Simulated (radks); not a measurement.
The numbers below are computed, except where a source is named.
Problem. All-electron atom: Ni2+ in [Ar] 3d8. Level of theory: non-relativistic Kohn-Sham, TASK exchange with Perdew-Wang LDA correlation, spin-polarised, spherical densities, point nucleus; open shells are filled with parallel spins first; meta-GGA in the generalised Kohn-Sham scheme (a radial shooting solver on a logarithmic mesh with Libxc functionals). Some entries of the table are withheld. Estimate them.

orbital,occ.,eigenvalue (eV),r(max) (bohr),<r> (bohr)
1s down,1,-8168.283,0.03616,0.05492
1s up,1,-8168.258,0.03616,0.05492
2s up,1,-993.7837,0.2077,0.2487
2s down,1,-991.8588,0.2076,0.2483
2p up,3,-869.1759,(1),0.2169
2p down,3,-867.8048,(2),0.2166
3s up,1,-133.0776,0.6492,0.7536
3s down,1,-130.1205,0.6503,0.7560
3p up,3,-94.4012,0.6522,(3)
3p down,3,-91.3483,0.6539,(4)
3d up,5,-29.6105,0.6304,0.9323
3d down,3,-26.4281,0.6376,0.9586

Solution. 
(1) 2p up r(max) (bohr): 0.1661
(2) 2p down r(max) (bohr): 0.1660
(3) 3p up <r> (bohr): 0.7848
(4) 3p down <r> (bohr): 0.7884
